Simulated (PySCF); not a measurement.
# Basis-set dependence of excited states

Trifluoroacetic acid, C₂HF₃O₂.
SMILES: `O=C(O)C(F)(F)F`

TDDFT with PBE0 (PySCF), vertical singlets, core orbitals frozen in the response, spherical d and f functions. One conformer (not necessarily the lowest) at the PBE0-D3(BJ)/def2-SVP geometry, without solvent, vibrations or thermal averaging.

Task: Compare 6-31G*, def2-SVP, 6-31+G*, def2-SVPD, aug-cc-pVDZ, def2-TZVP and def2-TZVPD for this molecule.

Result: 

| basis | functions | diffuse | S1 (eV) | S2 (eV) | S3 (eV) | S4 (eV) | S5 (eV) | LUMO (eV) | α (au) |
| --- | --- | --- | --- | --- | --- | --- | --- | --- | --- |
| 6-31G* | 100 | no | 5.73 | 8.53 | 8.83 | 9.47 | 9.67 | -0.63 | 26.4 |
| def2-SVP | 103 | no | 5.74 | 8.47 | 8.83 | 9.28 | 9.61 | -0.84 | 25.6 |
| 6-31+G* | 128 | yes | 5.70 | 7.80 | 8.62 | 8.78 | 8.80 | -1.23 | 32.8 |
| def2-SVPD | 163 | yes | 5.67 | 7.98 | 8.65 | 8.75 | 9.00 | -1.31 | 35.1 |
| aug-cc-pVDZ | 170 | yes | 5.66 | 7.61 | 8.51 | 8.61 | 8.77 | -1.19 | 35.2 |
| def2-TZVP | 223 | no | 5.70 | 8.17 | 8.79 | 8.90 | 9.24 | -1.07 | 31.9 |
| def2-TZVPD | 283 | yes | 5.66 | 7.71 | 8.52 | 8.72 | 8.74 | -1.19 | 35.7 |

States are compared by their number. Against the largest diffuse basis here (def2-TZVPD, itself not a converged limit), sets without diffuse functions differ by up to 0.07 eV in S1 and 0.92 eV in S5; the smaller diffuse sets differ by up to 0.04 and 0.26 eV. State by state, the largest deviation of a set without diffuse functions is S1 0.07, S2 0.81, S3 0.32, S4 0.75, S5 0.92 eV. The same number needn't mean the same state in each row. Against def2-TZVPD the polarisability deviates by -26% in 6-31G*, -28% in def2-SVP, -8% in 6-31+G*, -2% in def2-SVPD, -1% in aug-cc-pVDZ, -11% in def2-TZVP. A single + in a Pople set puts diffuse functions on heavy atoms only.
